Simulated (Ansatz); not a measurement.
Species: H$_{5}$B$_{3}$O, SMILES `BBBO` (charge 0, multiplicity 1).

### Question
Give a relaxed geometry from r2SCAN-D4/def2-TZVP (Ansatz, an electronic-structure program).

### Answer
This is not unique; one that fits is the end point of this relaxation, one of several conformers (outside a Z-matrix the atoms follow the SMILES, hydrogens last).
Z-matrix (Å, degrees):
```
B
H 1 1.2053
B 1 1.6095 2 119.87
H 3 1.1983 1 124.50 2 92.92
H 3 1.2028 4 115.74 1 -177.96
B 1 1.6740 2 115.08 3 177.74
O 6 1.3608 1 128.37 2 94.52
H 7 0.9634 6 114.08 1 0.88
H 6 1.2074 7 114.88 8 -179.40
```
